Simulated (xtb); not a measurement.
H7N4Ta, SMILES [NH]=[Ta]([NH2])([NH2])[NH2], multiplicity 1. All values are semi-empirical tight-binding results from xtb (GFN2-xTB unless named), good for trends rather than for accurate numbers. The structure is a stationary point at GFN2-xTB. The multiplicity is an assumed one; other spin states were not compared. One conformer was computed; it need not be the lowest.

For metal compounds this method's bond lengths and energies can be far off.

```
Property                                       Value
-------------------------------------  -------------
point group as xtb finds it                      C3v
orbital gap                                  3.55 eV
zero-point energy                      51.4 kcal/mol
G − E(el) at 298.15 K (modified RRHO)  30.0 kcal/mol
```
